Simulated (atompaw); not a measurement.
Varying the PAW (atompaw) potential for terbium (Tb)

Base potential:

Tb (Z = 65), PAW, made with atompaw 4.2.0.5 (PBE, scalar-relativistic). Core [Kr] 4d10 4f8, reference 5s2 5p6 5d1 6s1 6p1. Waves: 5s (bound); 6s (bound); 5p (bound); 6p (bound); 5d (bound); 5d channel at 0.95 Ry. Local part: bessel scheme, radius 2.70 bohr. Core correction: smooth core density matched at 1.50 bohr. Augmentation charge: sinc compensation charge, radius 2.90 bohr; PAW radius 3.00 bohr; waves and projectors: bloechl.

Cutoffs, loose and tight: the cutoffs (Ry, on a coarse ladder) from which the occupation-weighted sum of valence levels, in a spherical-Bessel basis at the reference potential, stays within 10 and 1 mRy of its value at 400 Ry. They see the waves, projectors and local potential, not the compensation charge or the core. A dash means not determined.

```csv
change,outcome,"cutoff, loose","cutoff, tight",bound ghosts
base,generated,18 Ry,25 Ry,none
wave 5d channel at 0.95 Ry becomes 5d channel at 2.52 Ry,generated,18 Ry,25 Ry,none
"augmentation sinc compensation charge, radius 1.64 bohr; PAW radius 3.00 bohr; waves and projectors: bloechl",generated,18 Ry,25 Ry,none
functional PBEsol,generated,18 Ry,25 Ry,none
"core [Kr] 4d10, valence charge 19; reference 4f9 5s2 5p6 5d0 6s1 6p1; waves now 5s (bound); 6s (bound); 5p (bound); 6p (bound); 5d (bound); 5d channel at 1.7 Ry; 4f (bound); 4f channel at 0.55 Ry; local potential bessel scheme, radius 1.95 bohr; core correction smooth core density matched at 2.05 bohr; augmentation sinc compensation charge, radius 2.75 bohr; PAW radius 3.00 bohr; waves and projectors: bloechl",generated,30 Ry,35 Ry,none
reference 5s2 5p6 5d1 6s2 6p0,generated,18 Ry,25 Ry,none
"all radii scaled by about 1.08 (s 1.62, p 2.92, d 3.26 bohr); local potential bessel scheme, radius 2.92 bohr; augmentation sinc compensation charge, radius 3.14 bohr; PAW radius 3.26 bohr; waves and projectors: bloechl; core correction smooth core density matched at 1.62 bohr",generated,18 Ry,21 Ry,none
core correction smooth core density matched at 2.96 bohr,generated,18 Ry,25 Ry,none
"waves 5s (bound): rc 1.50 bohr; 6s (bound): rc 3.00 bohr; 5p (bound): rc 2.70 bohr; 6p (bound): rc 2.80 bohr; 5d (bound): rc 3.00 bohr; 5d channel at 0.95 Ry: rc 3.00 bohr; augmentation sinc compensation charge, radius 2.90 bohr; PAW radius 3.00 bohr; waves and projectors: custom rrkj gramschmidtortho",generated,15 Ry,30 Ry,none
```

Task: What comes out with this change to the base: local potential bessel scheme, radius 1.46 bohr?

Result: outcome: generated; cutoff, loose: 25 Ry; cutoff, tight: 30 Ry; bound ghosts: none.

Task: What comes out with this change to the base: local potential troulliermartins scheme with l = 3 at 0.5 Ry, radius 2.70 bohr?

Result: outcome: generated, no UPF (negative core plus compensation charge); cutoff, loose: 50 Ry; cutoff, tight: 70 Ry; bound ghosts: none.
